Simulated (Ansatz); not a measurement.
Consider the redistribution: `OB(F)[SiH2]Br` + `[Br][InH2]` → `O[B](F)[InH2]` + `Br[SiH2]Br`.

Calculated with Ansatz (gas phase, PBE0-D4/def2-TZVP geometries, no zero-point term in ΔE). CCSD(T)/CBS is the MP2 limit (def2-TZVPP, def2-QZVPP) plus CCSD(T) − MP2 in def2-TZVPP, frozen cores. Functionals use def2-TZVPP. B3LYP here is the variant with VWN-RPA as its local correlation; programs differ in this. def2 core potentials past Kr. For Br, In outer-core shells are correlated without core-valence functions, which leaves a few kJ/mol of doubt a bond. Scalar relativity is left out up to krypton. One conformer a species, not always the lowest.

Question: Is it downhill or uphill in electronic energy at CCSD(T)/CBS, and by how much? (Best estimate.)

Answer: Computed: Uphill: ΔE = +0.66 eV.

Question: What do these levels give: revPBE-D4, B3LYP-D4, r2SCANh-D4, LC-ωPBE, CCSD(T)/def2-SVP, SCS-MP2/def2-QZVPP? (An estimate is asked.)

Answer: Computed: revPBE-D4 0.66, B3LYP-D4 0.70, r2SCANh-D4 0.70, LC-ωPBE 0.67, CCSD(T)/def2-SVP 0.81, SCS-MP2/def2-QZVPP 0.62 eV.

Question: What do rigid-rotor, harmonic-oscillator terms from PBE0-D4/def2-TZVP frequencies (298.15 K, 1 bar) make of the CCSD(T)/CBS value? (An estimate is asked.)

Answer: Computed: ΔZPE = -0.01 eV, ΔH = +0.65 eV, ΔS = 10 J/(mol·K), ΔG = +0.62 eV.

Largest T1 diagnostic among the species: 0.014.

From BLYP to BHLYP (50 % exact exchange), in def2-TZVPP and without D4, ΔE moves by +0.06 eV. At CCSD(T), def2-SVP lies +0.16 eV from the extrapolated value and def2-TZVPP −0.01 eV. In def2-TZVPP, CCSD(T) changes the Hartree–Fock value by −0.17 eV (the triples alone add −0.01 eV) and MP2 by −0.23 eV.
